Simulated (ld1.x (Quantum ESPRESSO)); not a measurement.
The numbers below are computed, except where a source is named.
## Pseudopotentials across the periodic table

Generated with ld1.x 7.5 (TM, RRKJ, ultrasoft, PAW), atompaw 4.2 or ONCVPSP 4.0.1. The cutoff is in Ry: for ld1.x and atompaw files where the sum of valence levels is converged to 10 mRy in a Bessel basis, for ONCV files where the hardest occupied wave has 1 mHa per electron of residual kinetic energy. The error is the largest all-electron minus pseudo excitation energy over each file’s own four to seven test configurations (ionisations up to +4, promotions, holes and added fractions of an electron), all of which were solved. The labels leave out finer settings (local radius, basis sizes, second energies), which also bear on the numbers. Spin-polarised tests are not counted. The rows are a selection from randomly drawn settings: files with unsolved tests, undetermined cutoffs or missed reference levels are left out.

A true bound ghost makes a file unfit for plane-wave use even where its test errors are small: the radial tests pick states by their node count and pass the ghost by.

| element | potential | cutoff (Ry) | largest error (meV) | bound ghosts |
| --- | --- | --- | --- | --- |
| C | TM, PBE, scalar-relativistic, rc 1.00/1.85 (sp), local s, core correction no, reference 2s1.5 2p2.5 | 35 | +606 | none |
| F | PAW, LDA (PZ), scalar-relativistic, rc 0.80/1.05/1.10 (spd), local smoothed, core correction yes, reference 2s2 2p5 | 70 | -43 | none |
| Si | TM, PBE, scalar-relativistic, rc 1.50/2.30 (sp), local smoothed, core correction no, reference 3s1.75 3p2.25 | 15 | +75 | none |
| Ti | TM, PBE, scalar-relativistic, rc 2.85/3.65/1.80 (spd), local smoothed, core correction no, reference 3d2 4s1.75 4p0 | 60 | +212 | none |
| Fe | TM, PBE, scalar-relativistic, rc 2.00/2.65/1.25 (spd), local smoothed, core correction no, reference 3d6 4s2 4p0 | 140 | -162 | none |
| Pd | PAW, BP86, scalar-relativistic, rc 1.30/2.10/1.75 (spd), local smoothed, core correction yes, reference 4s2 4p6 4d9 5s0 5p0 | 35 | -29 | none |
| Cd | TM, Wu–Cohen, scalar-relativistic, rc 2.55/1.35/1.25 (spd), local d, core correction yes, reference 4p6 4d10 5s2 5p0 | 90 | +51 | s |

Task: Fill in the row for Mo: TM, PBE, scalar-relativistic, rc 1.10/1.65/1.50 (spd), local p, core correction yes, reference 4s2 4p6 4d4 5s0 5p0.

Result: cutoff 100 Ry, largest error +127 meV, bound ghosts: none.
